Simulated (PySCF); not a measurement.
H$_{9}$PSi$_{3}$, charge -1, doublet, at a GFN2-xTB geometry (a state made from the parent by changing its charge; the spin is typed, not shown lowest) (in this run its highest filled SCF level lies above zero, so its values depend strongly on the basis, on diffuse functions most of all); R2SCAN/6-31G (PySCF).

PySCF was given this input:
```python
from pyscf import gto, scf, dft

mol = gto.M(
    atom='''
Si   -0.686991    1.655729   -0.884606
P     0.409014   -0.220219   -0.723924
Si    1.533819    0.087844    1.527921
Si   -1.183368   -1.556669   -0.074163
H     0.017772    2.535283   -1.826627
H    -0.863668    2.433700    0.358685
H    -2.047606    1.474038   -1.416715
H     2.654552    0.882211    0.994936
H     1.981644   -1.316304    1.588152
H     1.606292    0.452130    2.986147
H    -0.841006   -2.928053   -0.473889
H    -2.480196   -1.247559   -0.697241
H    -1.451443   -1.598816    1.377284
''',
    basis='6-31g',
    charge=-1,
    spin=1,
    verbose=4,
)

mf = dft.UKS(mol)
mf.xc = 'r2scan'
mf.kernel()
mf.analyze()
```

Output, abridged:

```
PySCF version 2.14.0

[INPUT] verbose = 4
[INPUT] num. atoms = 13
[INPUT] num. electrons = 67
[INPUT] charge = -1
[INPUT] spin (= nelec alpha-beta = 2S) = 1
[INPUT] symmetry False subgroup None
[INPUT] Mole.unit = angstrom
[INPUT] Symbol           X                Y                Z      unit          X                Y                Z       unit  Magmom
[...]
nuclear repulsion = 339.847055079846
number of shells = 46
number of NR pGTOs = 220
number of NR cGTOs = 70
basis = 6-31g
ecp = {}

******** <class 'pyscf.dft.uks.UKS'> ********
method = UKS
initial guess = minao
damping factor = 0
level_shift factor = 0
DIIS = <class 'pyscf.scf.diis.CDIIS'>
diis_start_cycle = 1
diis_space = 8
diis_damp = 0
SCF conv_tol = 1e-09
SCF conv_tol_grad = None
SCF max_cycles = 50
direct_scf = True
direct_scf_tol = 1e-13
number electrons alpha = 34  beta = 33
XC library pyscf.dft.libxc version 7.1.2
    S. Lehtola, C. Steigemann, M. J. T. Oliveira, and M. A. L. Marques,  SoftwareX 7, 1–5 (2018)
XC functionals = r2scan
    J. W. Furness, A. D. Kaplan, J. Ning, J. P. Perdew, and J. Sun,  J. Phys. Chem. Lett. 11, 8208–8215 (2020)
    J. W. Furness, A. D. Kaplan, J. Ning, J. P. Perdew, and J. Sun,  J. Phys. Chem. Lett. 11, 9248–9248 (2020)
    J. W. Furness, A. D. Kaplan, J. Ning, J. P. Perdew, and J. Sun,  J. Phys. Chem. Lett. 11, 8208–8215 (2020)
    J. W. Furness, A. D. Kaplan, J. Ning, J. P. Perdew, and J. Sun,  J. Phys. Chem. Lett. 11, 9248–9248 (2020)
radial grids:
    Treutler-Ahlrichs [JCP 102, 346 (1995); DOI:10.1063/1.469408] (M4) radial grids

becke partition: Becke, JCP 88, 2547 (1988); DOI:10.1063/1.454033
pruning grids: <function nwchem_prune>
grids dens level: 3
symmetrized grids: False
atomic radii adjust function: <function treutler_atomic_radii_adjust>
small_rho_cutoff = 0
Set gradient conv threshold to 3.16228e-05
tot grids = 164992
init E= -1214.78629704829

cycle= 1 E= -1214.89025459213  delta_E= -0.104  |g|= 0.188  |ddm|= 2.69
cycle= 2 E= -1214.85919824148  delta_E= 0.0311  |g|= 0.269  |ddm|= 1.59
cycle= 3 E= -1214.92368089443  delta_E= -0.0645  |g|= 0.0337  |ddm|= 1.02
cycle= 4 E= -1214.92462005041  delta_E= -0.000939  |g|= 0.0133  |ddm|= 0.126
cycle= 5 E= -1214.92480772578  delta_E= -0.000188  |g|= 0.00222  |ddm|= 0.0468
cycle= 6 E= -1214.92481347482  delta_E= -5.75e-06  |g|= 0.000627  |ddm|= 0.00856
cycle= 7 E= -1214.92481410448  delta_E= -6.3e-07  |g|= 0.000255  |ddm|= 0.00253
cycle= 8 E= -1214.92481420338  delta_E= -9.89e-08  |g|= 7.29e-05  |ddm|= 0.00116
cycle= 9 E= -1214.92481420993  delta_E= -6.55e-09  |g|= 2.87e-05  |ddm|= 0.000313
cycle= 10 E= -1214.92481421079  delta_E= -8.58e-10  |g|= 6.32e-06  |ddm|= 8.29e-05
Extra cycle  E= -1214.92481421082  delta_E= -2.98e-11  |g|= 4.23e-06  |ddm|= 3.29e-05
converged SCF energy = -1214.92481421082  <S^2> = 0.753606  2S+1 = 2.0036028
**** SCF Summaries ****
Total Energy =                       -1214.924814210817658
Nuclear Repulsion Energy =             339.847055079846086
One-electron Energy =                -2369.491077044431677
Two-electron Energy =                  814.719207753767932
Two-electron Coulomb Energy =          904.193132693497432
DFT Exchange-Correlation Energy =      -89.473924939729528
**** MO energy ****
                             alpha | beta                alpha | beta
[...]
To work with the spin densities directly, `use mulliken_meta_spin()` only printing them here.

 ** Mulliken spin pop alpha/beta on meta-lowdin orthogonal AOs **
 ** Mulliken Spin Density (per AO)  **
spin_pop of  0 Si 1s        0.00000
spin_pop of  0 Si 2s        0.00000
spin_pop of  0 Si 3s       -0.00042
spin_pop of  0 Si 4s        0.00080
spin_pop of  0 Si 2px      -0.00000
spin_pop of  0 Si 2py      -0.00000
spin_pop of  0 Si 2pz      -0.00000
spin_pop of  0 Si 3px      -0.00100
spin_pop of  0 Si 3py      -0.00084
spin_pop of  0 Si 3pz       0.01138
spin_pop of  0 Si 4px       0.00036
spin_pop of  0 Si 4py       0.00095
spin_pop of  0 Si 4pz       0.00013
spin_pop of  1 P 1s        0.00000
spin_pop of  1 P 2s        0.00004
spin_pop of  1 P 3s        0.02141
spin_pop of  1 P 4s        0.00024
spin_pop of  1 P 2px       0.00000
spin_pop of  1 P 2py      -0.00000
spin_pop of  1 P 2pz       0.00001
spin_pop of  1 P 3px       0.03574
spin_pop of  1 P 3py       0.01219
spin_pop of  1 P 3pz       0.17266
spin_pop of  1 P 4px       0.00165
spin_pop of  1 P 4py       0.00011
spin_pop of  1 P 4pz       0.00678
spin_pop of  2 Si 1s        0.00000
spin_pop of  2 Si 2s       -0.00000
spin_pop of  2 Si 3s        0.15189
spin_pop of  2 Si 4s        0.00635
spin_pop of  2 Si 2px       0.00000
spin_pop of  2 Si 2py      -0.00001
spin_pop of  2 Si 2pz      -0.00000
spin_pop of  2 Si 3px       0.41406
spin_pop of  2 Si 3py       0.05412
spin_pop of  2 Si 3pz       0.00576
spin_pop of  2 Si 4px       0.01650
spin_pop of  2 Si 4py       0.00052
spin_pop of  2 Si 4pz       0.00164
spin_pop of  3 Si 1s       -0.00000
spin_pop of  3 Si 2s        0.00000
spin_pop of  3 Si 3s       -0.00063
spin_pop of  3 Si 4s        0.00068
spin_pop of  3 Si 2px      -0.00000
spin_pop of  3 Si 2py      -0.00000
spin_pop of  3 Si 2pz       0.00000
spin_pop of  3 Si 3px      -0.00251
spin_pop of  3 Si 3py      -0.00276
spin_pop of  3 Si 3pz       0.01749
spin_pop of  3 Si 4px       0.00046
spin_pop of  3 Si 4py       0.00022
spin_pop of  3 Si 4pz       0.00090
spin_pop of  4 H 1s       -0.00038
spin_pop of  4 H 2s        0.00005
spin_pop of  5 H 1s        0.01334
spin_pop of  5 H 2s        0.00301
spin_pop of  6 H 1s        0.00033
spin_pop of  6 H 2s        0.00002
spin_pop of  7 H 1s       -0.02451
spin_pop of  7 H 2s        0.00030
spin_pop of  8 H 1s       -0.02447
spin_pop of  8 H 2s        0.00028
spin_pop of  9 H 1s        0.08493
spin_pop of  9 H 2s        0.00326
spin_pop of  10 H 1s       -0.00052
spin_pop of  10 H 2s        0.00005
spin_pop of  11 H 1s        0.00090
spin_pop of  11 H 2s        0.00007
spin_pop of  12 H 1s        0.01335
spin_pop of  12 H 2s        0.00309
 ** Mulliken Spin Density (per atom)  **
spin density of  0 Si =      0.01136
spin density of  1 P =      0.25084
spin density of  2 Si =      0.65083
spin density of  3 Si =      0.01387
spin density of  4 H =     -0.00033
spin density of  5 H =      0.01636
spin density of  6 H =      0.00035
spin density of  7 H =     -0.02421
spin density of  8 H =     -0.02420
spin density of  9 H =      0.08819
spin density of  10 H =     -0.00047
spin density of  11 H =      0.00098
spin density of  12 H =      0.01644
 ** Mulliken pop alpha/beta on meta-lowdin orthogonal AOs **
 ** Mulliken pop       alpha | beta **
In total            34.00000 | 33.00000
 ** Mulliken atomic charges   ( Nelec_alpha | Nelec_beta ) **
charge of  0Si =      0.20308  (     6.90414      6.89278 )
charge of  1P =     -0.43189  (     7.84137      7.59053 )
charge of  2Si =     -0.13891  (     7.39487      6.74404 )
charge of  3Si =      0.20275  (     6.90556      6.89169 )
charge of  4H =     -0.08007  (     0.53987      0.54020 )
charge of  5H =     -0.09259  (     0.55448      0.53812 )
charge of  6H =     -0.08360  (     0.54198      0.54162 )
charge of  7H =     -0.09468  (     0.53523      0.55945 )
charge of  8H =     -0.09706  (     0.53643      0.56063 )
charge of  9H =     -0.13225  (     0.61022      0.52203 )
charge of  10H =     -0.07922  (     0.53937      0.53985 )
charge of  11H =     -0.08325  (     0.54211      0.54114 )
charge of  12H =     -0.09231  (     0.55437      0.53793 )

WARN: System has nonzero charge -1; the dipole moment is origin-dependent.
Location of origin: [0. 0. 0.]

Dipole moment(X, Y, Z, Debye): -3.11430,  0.18739, -1.53122
```
